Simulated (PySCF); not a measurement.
B(Cl)(NCO)(OMe) (C2H3BClNO2), SMILES COB(Cl)N=C=O.

Geometry: r2SCAN-D4/def2-SVP. This is a generated structure with no PubChem entry under its InChIKey; it may be hypothetical. One conformer was computed; it need not be the lowest.

Two levels are set side by side: PBE/def2-TZVP (PySCF) and ωB97X/def2-TZVP (PySCF). Same geometry, gas phase. Differences are taken from unrounded values.

| quantity | ωB97X | PBE | PBE minus ωB97X |
|---|---|---|---|
| orbital gap (eV) | 12.74 | 5.71 | -7.03 |
| highest occupied level (eV) | -11.25 | -7.41 | 3.83 |
| lowest empty level (eV) | 1.50 | -1.70 | -3.20 |
| dipole moment (D) | 2.56 | 2.49 | -0.07 |
| mean polarisability (bohr³) | 61.2 | 65.1 | 3.8 |

PBE's occupied levels lie high since its potential decays too fast outside the molecule; exact exchange lowers them and widens the gap. PBE's more diffuse valence density responds more strongly to a field. Differences between two approximate levels are no errors against the true value.

Rough cost on one machine, each run with all the roots and properties that it gave: ωB97X against PBE within a factor of 2.
